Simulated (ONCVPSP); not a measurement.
# P: excitation energies, all-electron against ONCV

phosphorus, optimised norm-conserving Vanderbilt (ONCV), made with ONCVPSP 4.0.1 (PBE, scalar-relativistic). Core [He], reference 2s2 2p6 3s2 3p3. Waves: 2s+3s: rc 0.95 bohr, ncon 5, nbas 10, qcut 16.6 1/bohr, 2 projectors; 2p+3p: rc 0.70 bohr, ncon 4, nbas 7, qcut 15.8 1/bohr, 3 projectors, debl 2.8 Ha. Local part: polynomial inside 0.65 bohr (lpopt 1, dvloc0 4 Ha). Core correction: polynomial model core, fcfact 0.2.

Energies are relative to the spin-unpolarised reference configuration 2s2 2p6 3s2 3p3; without spin polarisation the order of configurations can differ from experiment.

| valence configuration | charge | ΔE all-electron (eV) | error AE − PS (meV) |
| --- | --- | --- | --- |
| 2s2 2p6 3s2 3p2 | +1 | 9.730 | +0.6 |
| 2s2 2p6 3s2 3p0 | +3 | 58.616 | +8.4 |
| 2s1 2p6 3s2 3p3 | +1 | 188.557 | -335 |

Q: What are ΔE and the potential's error for 2s2 2p6 3s2 3p1?

A: ΔE = 28.877 eV all-electron; the error (AE − PS) is +2.6 meV.
